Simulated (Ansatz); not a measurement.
Harmonic frequencies (cm⁻¹) at PBE0-D4/def2-TZVP from Ansatz: 16, 29, 42, 183, 191, 206, 225, 231, 275, 419, 610, 732, 780, 782, 805, 962, 1110, 1166, 1209, 1302, 1388, 1411, 1476, 1487, 1505, 3045, 3058, 3085, 3139, 3145.

Each molecule was computed in one conformer, which needn't be the lowest.

(1) Which molecule is it?
A. `O=C=[N][Ti]([N]=C=O)([N]=C=O)[N]=C=O`
B. `CC[O][Ti]([F])([F])[F]`
C. `[NH2][Ti]([NH2])([OH])[OH]`
D. `[OH][Ti]([OH])([OH])[Br]`

Answers

(1) B.
